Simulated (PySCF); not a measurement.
**Polarisability and C₆ of Be²⁺ (beryllium, charge +2)**

1s2, closed-shell 1S. Computed with PySCF 2.14 in aug-cc-pVTZ (5s4p3d2f, 46 functions), with the non-relativistic Hamiltonian (point nucleus). Coupled (time-dependent) response in atomic units; α is the mean over directions.

| method | mean α (bohr³) | C₆ (like pair) | S(−4) |
| --- | --- | --- | --- |
| UHF | 0.03884 | 0.005461 | 0.001688 |
| PBE | 0.04314 | 0.006373 | 0.002098 |
| PBE0 | 0.04190 | 0.006104 | 0.001975 |
| B3LYP | 0.04209 | 0.006130 | 0.002004 |
| BHandHLYP | 0.04071 | 0.005830 | 0.001875 |

S(−4) is the Cauchy moment in α(ω) = α(0) + S(−4) ω² + …

α(iu) at B3LYP:

| u (hartree) | α(iu) (bohr³) |
| --- | --- |
| 0 | 0.04209 |
| 0.0500 | 0.04208 |
| 0.100 | 0.04207 |
| 0.200 | 0.04201 |
| 0.300 | 0.04191 |
| 0.500 | 0.04159 |
| 0.750 | 0.04099 |
| 1.00 | 0.04018 |
| 1.50 | 0.03802 |
| 2.00 | 0.03538 |
| 3.00 | 0.02953 |
| 5.00 | 0.01937 |

A single London oscillator, α(iu) = α/(1 + u²/ω²), gives C₆ = (3/4) ω α². Matching the computed C₆ needs ω = 4 × 0.006130 / (3 × 0.04209²) = 4.61 hartree.

For an ion, C₆ is the dispersion term alone; charge-induced terms of lower order in 1/R come first.
